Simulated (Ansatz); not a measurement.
One change: `FB(F)F` becomes `F[B](F)[AlH2]`.

Ansatz, PBE0-D4/def2-TZVP geometries, multiplicity 1. 

```tsv
property	`FB(F)F`
size of the dipole moment (B3LYP/def2-TZVPP) / D	0.00
LUMO energy (ωB97M-V/def2-TZVPP) / eV	1.65
LUMO energy (PBE0/def2-TZVPP) / eV	0.46
size of the dipole moment (ωB97M-V/def2-TZVPP) / D	0.00
HOMO energy (PBE/def2-TZVPP) / eV	-9.99
zero-point energy (PBE0-D4/def2-TZVP) / kJ/mol	33.0
```

Problem. What does the change do to each property? (Best estimate.)

Solution. The calculation gave: 
```tsv
property	`F[B](F)[AlH2]`	shift
size of the dipole moment (B3LYP/def2-TZVPP) / D	0.96	0.96
LUMO energy (ωB97M-V/def2-TZVPP) / eV	-0.40	-2.05
LUMO energy (PBE0/def2-TZVPP) / eV	-2.02	-2.48
size of the dipole moment (ωB97M-V/def2-TZVPP) / D	0.95	0.95
HOMO energy (PBE/def2-TZVPP) / eV	-6.86	3.13
zero-point energy (PBE0-D4/def2-TZVP) / kJ/mol	58.6	25.6
```

With PBE0 the HOMO rises by 4.07 eV and the LUMO falls by 2.48 eV, so the gap narrows by about 6.55 eV. PBE moves the HOMO by 3.13 eV and ωB97M-V by 4.45 eV. The zero-point energy changes by 25.6 kJ/mol with +6 modes.

B3LYP here is the variant with VWN-RPA as its local correlation; programs differ in this.
